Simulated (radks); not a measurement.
The table gives one normalised radial function P(r) = r R(r) of Ru+ in [Ar] 3d10 4s2 4p5.75 4d7 5d0.25 (r in bohr). All-electron calculation, scalar-relativistic Kohn-Sham, r2SCAN, spin-unpolarised, spherical densities, finite nucleus; meta-GGA in the generalised Kohn-Sham scheme; Fermi nuclear charge, rms radius 4.4809 fm. Program: a radial shooting solver on a logarithmic mesh with Libxc functionals.

r              P
0.004733   0.3401
0.007649   0.4637
0.01226    0.5681
0.01982    0.5683
0.03177    0.3227
0.05134   -0.2680
0.08231   -0.9064
0.133     -0.7447
0.2133     0.6581
0.3447     1.7787
0.5525     1.1402
0.893      0.2192
1.432      0.0097
2.314      0.0000
3.709      0.0000
5.994      0.0000
9.61       0.0000
15.53      0.0000
24.9       0.0000

Which n and l does it have? It may be an empty orbital.

Answer. n = 3, l = 0: the number of nodes gives n - l - 1 = 2, the rise at small r (about r^(l+1), flatter next to the nucleus through relativity) gives l, and the extent must fit the shell. The curve is that of 3s. 3s: eigenvalue -574.47 eV, 2 radial nodes at r = 0.0425, 0.177 bohr, <r> = 0.402 bohr, 90 % of the charge inside 0.592 bohr.
